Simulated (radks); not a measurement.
Al III, 11 electrons, occupied as [Ne] 3s1. All-electron calculation, Dirac Kohn-Sham, PBEsol, spin-unpolarised, spherical densities, point nucleus; speed of light set to 116.481 atomic units (0.85 times the physical value, a model run). Program: a radial shooting solver on a logarithmic mesh with Libxc functionals.

Unscreened Slater integrals over Kohn-Sham orbitals (cm^-1). Large and small components are both included.

integral,value
"F0(3s1/2,3s1/2)",89550
"F0(3s1/2,2p3/2)",118440
"G1(3s1/2,2p3/2)",8624.6
"F0(3s1/2,2p1/2)",118500
"G1(3s1/2,2p1/2)",8607.9
"F0(3s1/2,2s1/2)",117930
"G0(3s1/2,2s1/2)",6803.0
"F0(2p3/2,2p3/2)",336320
"F2(2p3/2,2p3/2)",153240
"F0(2p3/2,2p1/2)",337180
"G2(2p3/2,2p1/2)",153380
"F0(2p3/2,2s1/2)",325530
"G1(2p3/2,2s1/2)",194940
"F0(2p1/2,2p1/2)",338060
"F0(2p1/2,2s1/2)",326280
"G1(2p1/2,2s1/2)",195020
"F0(2s1/2,2s1/2)",318960
